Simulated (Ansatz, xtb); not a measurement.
# Two isomers of C4H11BSi

Structure a is `BC[SiH2]CC=C`, a singlet and structure b is `B[C@@H](C=C)[SiH2]C`, a singlet. Both are isolated molecules in the gas phase, relaxed with B3LYP/def2-SVP, each in the lowest conformer that the search found.

a (Å):

```xyz
17

C     0.5058    1.9854    0.5627
C     1.1562   -0.6959   -1.0459
C    -0.1050   -0.6428   -1.8577
C    -1.0024   -1.6289   -1.9789
B    -0.8900    2.1819   -0.0712
Si    0.9989    0.1414    0.6581
H    -1.8915    1.9872    0.5782
H    -1.0172    2.5101   -1.2280
H     1.3273    2.4966    0.0332
H     0.5183    2.2758    1.6293
H    -0.0063   -0.6022    1.4723
H     2.3220    0.0615    1.3513
H     1.4574   -1.7402   -0.8517
H     1.9920   -0.2150   -1.5846
H    -0.3074    0.3080   -2.3667
H    -0.8577   -2.6026   -1.4983
H    -1.9143   -1.4981   -2.5675
```

b (Å):

```xyz
17

C     0.3946   -0.5197    0.5106
C    -0.7598   -0.6215   -0.4418
C    -0.7348   -0.3162   -1.7457
C     0.3435    2.6036    0.5169
B     0.5611   -1.6110    1.5863
Si    0.1231    1.0773    1.5984
H    -0.3959   -2.2355    1.9828
H     1.6353   -1.8039    2.1031
H     1.3402   -0.2741   -0.0067
H    -1.6980   -0.9887   -0.0057
H     0.1755    0.0450   -2.2365
H    -1.6220   -0.4349   -2.3735
H     1.1026    1.1044    2.7259
H    -1.2528    1.0323    2.1729
H    -0.3271    2.5608   -0.3553
H     0.1093    3.5135    1.0928
H     1.3810    2.6848    0.1555
```

Question: Estimate which is lower in electronic energy at CCSD(T)/def2-SVP + ΔMP2/def2-TZVPP, and by roughly how much.

Answer: The CCSD(T)/def2-SVP + ΔMP2/def2-TZVPP calculation puts structure b lower, by 1.47 kcal/mol.

Level by level:

```csv
level,geometry,E(b) − E(a) (kcal/mol),departure from the last row (kcal/mol),"job, with rough time for the two"
GFN2-xTB,GFN2-xTB,−1.28,+0.18,"optimisation, 0.31 s"
HF/STO-3G,GFN2-xTB,−0.71,+0.75,"single point, 0.4 s"
r2SCAN-D4/def2-SVP,GFN2-xTB,−1.71,−0.24,"single point, 3.1 s"
B3LYP/def2-SVP,B3LYP/def2-SVP,−0.62,+0.85,"optimisation, 93 s"
HF/def2-SVP,B3LYP/def2-SVP,+0.28,+1.74,part of the CCSD(T) run
MP2/def2-SVP,B3LYP/def2-SVP,−1.38,+0.08,part of the CCSD(T) run
CCSD(T)/def2-SVP,B3LYP/def2-SVP,−1.09,+0.38,single point
CCSD(T)/def2-SVP + ΔMP2/def2-TZVPP,B3LYP/def2-SVP,−1.47,,"single point, 42 s"
```

As drawn, both hold the same kinds of bond in the same numbers. Structure a has 0 methyl groups, b 1.

HF/def2-SVP finds them nearly level. The largest departure from CCSD(T)/def2-SVP + ΔMP2/def2-TZVPP is that of HF/def2-SVP, 1.74 kcal/mol. The last row adds to CCSD(T) the change of the MP2 difference between the two basis sets, here −0.38 kcal/mol.

With thermal terms from frequencies at re-optimised GFN2-xTB minima (ideal gas, soft modes damped towards free rotors, one conformer each, 298.15 K, 1 atm): the zero-point term adds −0.19 kcal/mol; ΔH is −1.50 and ΔG −1.57 kcal/mol.

The correlated steps freeze 10 core orbitals. Mirror images aren't counted in ΔG. Codes used: Ansatz 0.2.0, xtb 6.7.1; the last row on 2 threads of Intel(R) Xeon(R) 6975P-C (Granite Rapids) on a shared host.
